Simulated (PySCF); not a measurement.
Isomers of C7H9Cl, one GFN2-xTB conformer each. Single-point energies are computed at PBE0/pcSseg-1 (PySCF, gas phase, no added dispersion term), electronic only.

```tsv
SMILES	GFN2-xTB relative energy (kcal/mol)
Cl[C@]12C[C@@H]3[C@H](C1)[C@@H]3C2	0.0
CC1=CCC=C[C@H]1Cl	23.0
```

Conformers: `[CH3:1][C:2]1=[CH:3][CH2:4][CH:5]=[CH:6][C@H:7]1[Cl:8]` with C2–C3–C4–C5 11°, C3–C4–C5–C6 -11°, C5–C6–C7–Cl8 -103°, C1–C2–C7–C6 166°.

Task: What does PBE0/pcSseg-1 give for the same structures?

Result: 
```json
{"SMILES": "Cl[C@]12C[C@@H]3[C@H](C1)[C@@H]3C2", "PBE0/pcSseg-1 E (Eh)": "-731.81367", "PBE0/pcSseg-1 (kcal/mol)": "0.0", "GFN2-xTB (kcal/mol)": "0.0", "point group": "C3v"}
{"SMILES": "CC1=CCC=C[C@H]1Cl", "PBE0/pcSseg-1 E (Eh)": "-731.80215", "PBE0/pcSseg-1 (kcal/mol)": "7.2", "GFN2-xTB (kcal/mol)": "23.0", "point group": "C1"}
```

Both levels put the same isomer lowest. As drawn, the lower has a three-membered ring, which the higher lacks; the higher has a C=C bond outside aromatic rings, which the lower lacks.

Task: Which frontier levels, dipoles and rotational constants go with these structures?

Result: 
| SMILES | HOMO (eV, PBE0/pcSseg-1) | LUMO (eV) | dipole (D) | A, B, C (MHz) |
| --- | --- | --- | --- | --- |
| Cl[C@]12C[C@@H]3[C@H](C1)[C@@H]3C2 | -8.05 | 1.06 | 2.23 | 3856, 1421, 1421 |
| CC1=CCC=C[C@H]1Cl | -7.16 | -0.52 | 2.40 | 2226, 1674, 1132 |
